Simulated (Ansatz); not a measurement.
Geometry optimisation, Ansatz 0.2.0, RHF/def2-SVP.

The input (input.yaml):

```yaml
crystal:
  periodic: [false, false, false]
  atoms:
    - { symbol: Si, position_ang: [0.0, 0.0, 0.0] }
    - { symbol: O, position_ang: [0.0, 0.0, 2.03] }
    - { symbol: H, position_ang: [-0.9095, -0.2814, 2.3671] }
    - { symbol: H, position_ang: [1.3768, 0.0, -0.4862] }
    - { symbol: Cl, position_ang: [-1.0032, 1.7381, -0.7093] }
    - { symbol: H, position_ang: [-0.6877, -1.1914, -0.4862] }
    - { symbol: O, position_ang: [0.7423, 1.7262, 0.6243] }
    - { symbol: Al, position_ang: [2.1429, 1.9029, 1.7085] }
    - { symbol: H, position_ang: [2.999, 0.6548, 2.0865] }
    - { symbol: H, position_ang: [2.5143, 3.3058, 2.2807] }
    - { symbol: H, position_ang: [0.4738, 1.1019, 1.6945] }
basis:
  gaussian: { orbitals: def2-SVP }
hamiltonian:
  xc: hf
relax:
  f_tol: 0.15
  max_steps: 25
  restrain:
    - { distance: [0, 6], at: 1.68, k: 30.0 }
    - { distance: [10, 1], at: 1.01, k: 30.0 }
    - { distance: [0, 1], at: 2.88, k: 30.0 }
    - { distance: [10, 6], at: 2.21, k: 30.0 }
```

Run as:

```bash
$ ansatz run input.yaml --threads 2 --pin off --max-ram 3072MiB --backend cpu --events-out ev --progress --plain --runs-dir out
```

Problem. Where does it end, and by what steps?

Solution. It converged. The restraints hold the end off the free minimum. After 21 steps the energy has fallen by 6.494 eV (the restraints' own energy left out); H4 moved furthest, 1.73 Å. Parted: Si1–O2 (2.03 → 2.91 Å). Joined: O2–Al8 (2.88 → 2.00 Å).

```csv
step,energy less start (eV),largest force component (eV/Å),accepted
0,0.0000,7.904,yes
1,-0.2868,5.648,yes
2,-1.0585,4.496,yes
3,-2.2915,3.464,yes
4,-3.7468,1.600,yes
5,-4.4866,2.093,yes
6,-5.0238,1.940,yes
7,-5.4431,1.625,yes
8,-5.6515,1.397,yes
9,-5.7450,1.351,yes
10,-5.7982,1.469,yes
11,-5.8192,1.709,yes
12,-5.8648,1.665,yes
13,-5.8986,1.459,yes
14,-5.9907,1.444,yes
15,-6.1110,1.496,yes
16,-6.2864,1.553,yes
17,-6.3838,2.063,yes
18,-6.4284,1.796,yes
19,-6.4675,1.341,yes
20,-6.4973,1.072,yes
21,-6.4937,1.119,yes
```

```xyz
11
Properties=species:S:1:pos:R:3
Si 0.482 0.374 -0.606
O 0.102 0.649 2.268
H -0.402 0.504 3.059
H 0.785 0.493 -2.037
Cl -1.555 0.906 -0.422
H 0.565 -1.026 -0.154
O 1.341 1.410 0.319
Al 1.923 1.420 1.967
H 2.941 0.288 2.396
H 1.914 2.820 2.703
H -0.448 1.120 1.617
```

The run took 34 s on 2 threads of Arm Neoverse V2, with other jobs on the host, peak memory 0.24 GiB.
